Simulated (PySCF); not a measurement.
## Relaxation of triplet WCl₂

Level of theory: UPBE0 in PySCF with W def2-SVP with ECP60, Cl def2-SVP; scalar-relativistic core potentials, no spin–orbit coupling; density-fitted integrals. A (50,194) grid was used.

A hand-made bent start, of C2v symmetry, held to at least that symmetry:

```xyz
3
charge 0 multiplicity 3, angstrom
W     0.0000    0.0000   -0.3729
Cl    1.9332    0.0000    0.9807
Cl   -1.9332    0.0000    0.9807
```

Optimiser trace:
| step | E − E(last) (kJ/mol) | largest gradient (Eh/bohr) |
| --- | --- | --- |
| 0 | 62.71 | 0.04869 |
| 1 | 34.42 | 0.02409 |
| 2 | 18.96 | 0.00635 |
| 3 | 8.78 | 0.00652 |
| 4 | 6.28 | 0.00842 |
| 5 | 4.36 | 0.00794 |
| 6 | 0.19 | 0.00372 |
| 7 | 0.08 | 0.00264 |
| 8 | 0.00 | 0.00009 |
| 9 | 0.00 | 0.00012 |

It ends at D∞h with W–Cl 2.225 Å (×2); Cl–W–Cl 180.0°. A frequency run shows a minimum.

Final geometry:
```xyz
3
charge 0 multiplicity 3, angstrom
W     0.0000    0.0000    0.0000
Cl    2.2247    0.0000    0.0000
Cl   -2.2247    0.0000    0.0000
```

Open d and f shells are described by one determinant, and the ground state may have another occupation or spin. At this level a quintet minimum of C2v symmetry lies 56 kJ/mol below this structure. With an element this heavy the missing spin–orbit coupling can shift these numbers.

The relaxation took roughly 60 core-seconds on a shared host.
